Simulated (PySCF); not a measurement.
How many f electrons in PrSi?

Unrestricted PBE0; PySCF, spin-free X2C with a Gaussian nucleus, basis sets Pr x2c-SVPall, Si x2c-SVPall. The search starts from ions with several 4f fillings and holds each by maximum overlap.

The lowest solution has 2Ms+1 = 6, about 2.7 4f electrons, near 2.85 Å.

The lowest solution of each spin and filling, followed along the bond (rough minima from three points):

```json
{"2Ms+1": "6", "4f population": "2.68", "⟨S²⟩ at the start": "8.89", "R at minimum (Å)": "2.85", "Te (eV)": "0.00"}
{"2Ms+1": "4", "4f population": "2.64", "⟨S²⟩ at the start": "4.93", "R at minimum (Å)": "2.81", "Te (eV)": "0.32"}
{"2Ms+1": "6", "4f population": "2.15", "⟨S²⟩ at the start": "8.76", "R at minimum (Å)": "2.70", "Te (eV)": "0.42"}
{"2Ms+1": "4", "4f population": "2.42", "⟨S²⟩ at the start": "4.31", "R at minimum (Å)": "2.55", "Te (eV)": "0.43"}
```

Solutions at the starting distance of 2.685 Å, counted from the lowest; the search is not exhaustive:

```
2Ms+1  4f population  E (eV)  ⟨S²⟩  ⟨Lz²⟩  μ (D)
    6           2.68    0.00  8.89   11.0  -4.08
    6           2.59    0.16  8.78   11.9  -6.07
    6           2.63    0.17  8.77   12.1  -6.15
    4           2.64    0.29  4.93   13.1  -4.99
    6           2.15    0.36  8.76    9.0  -4.62
    6           2.87    0.37  8.77   10.0  -7.44
    6           2.53    0.40  9.28    8.9  -4.69
    4           2.62    0.44  4.83   12.0  -5.69
    4           2.42    0.45  4.31   12.3  -5.03
    4           2.59    0.46  4.43    9.9  -7.09
    4           2.65    0.47  4.82   12.2  -5.72
    6           2.16    0.86  8.82   14.1  -5.63
```

Partly filled real f orbitals mix terms, so no term symbols are given. A population far from a whole number shows f orbitals mixing with d and ligand orbitals, not a clean configuration. A positive dipole means Pr(−)Si(+).

Spin–orbit coupling is left out. The state is the lowest single determinant that the PBE0 search found; with open d or f shells the true ground state can be another one.
